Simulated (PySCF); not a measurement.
Screening by computed properties: pick the candidate that meets the target.

Each SMILES stands for a single optimised conformer of the isolated species, non-relativistic unless stated; the electronic structure was computed with PySCF and density fitting.

The conformers computed, where there is a choice (atom-mapped SMILES and torsion angles):
- `[CH3:1][CH2:2][SiH2:3][C:4]([SiH3:5])[SiH3:6]`: C1–C2–Si3–C4 -62°, C2–Si3–C4–Si5 105°
- `[F:1][C@@H:2]1[CH2:3][C@@H:4]1[SiH2:5][NH:6][SiH2:7]`: C3–C4–Si5–N6 109°, C4–Si5–N6–Si7 180°
- `[N:1]#[C:2][CH2:3][C:4]1=[CH:5][C:6]2[C@@H:7]3[C@H:8]2[C@H:9]13`: C2–C3–C4–C5 -121°

(1) Wanted: isotropic g value below 2.0025 (unrestricted B3LYP/pcH-1, mean-field spin–orbit) and smallest rotational constant above 0.8 GHz (GFN2-xTB), at GFN2-xTB geometries. Which candidate meets both?
A. `CC[SiH2][C]([SiH3])[SiH3]` [radical]
B. `N#CCC1=C[C]2[C@@H]3[C@H]2[C@H]13` [radical]
C. `F[C@@H]1C[C@@H]1[SiH2]N[SiH2]` [radical]
D. `C#C[C@H]1[CH]C(C#N)=CC1` [radical]

Results:

(1) B. Computed values:
```
                                   species  isotropic g value  smallest rotational constant
N#CCC1=C[C]2[C@@H]3[C@H]2[C@H]13 [radical]            2.00235                     1.068 GHz
         C#C[C@H]1[CH]C(C#N)=CC1 [radical]            2.00257                     0.868 GHz
       CC[SiH2][C]([SiH3])[SiH3] [radical]            2.00275                     0.929 GHz
   F[C@@H]1C[C@@H]1[SiH2]N[SiH2] [radical]            2.00289                     0.664 GHz
```
